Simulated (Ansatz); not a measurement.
Stepwise reaction of `N#C[SiH](F)F` with methanol, as a gas-phase model of exchange steps in deposition or etching. ΔE in kJ/mol.

Program: Ansatz. Geometries: PBE0-D4/def2-TZVP. ΔE: electronic, gas phase. CCSD(T)/CBS adds triple-zeta CCSD(T) − MP2 to the extrapolated MP2 energy (def2 sets, frozen cores). This one scheme is used for every species. Functionals use def2-TZVPP. B3LYP here is the variant with VWN-RPA as its local correlation; programs differ in this. One conformer a species, not always the lowest.

| step | reaction | PBE-D4 | B3LYP-D4 | ωB97M-V | CCSD(T)/CBS |
| --- | --- | --- | --- | --- | --- |
| 1 | `N#C[SiH](F)F` + CH₃OH → `CO[SiH](F)C#N` + H–F | 24.5 | 24.1 | 25.1 | 22.6 |
| 2 | `CO[SiH](F)C#N` + CH₃OH → `CO[SiH](C#N)OC` + H–F | 43.3 | 43.0 | 44.1 | 40.5 |

**Question.** By hand: ΔE of the 2 steps together at CCSD(T)/CBS.

**Answer.** (22.6) + (40.5) = 63.1 kJ/mol, or 31.6 kJ/mol a step.

In ΔE each step is higher than the one before. All are uphill at CCSD(T)/CBS. PBE-D4 differs from CCSD(T)/CBS by 1.9 to 2.8 kJ/mol a step. Isolated molecules leave out the surface, adducts and barriers. Largest T1 diagnostic: 0.013.
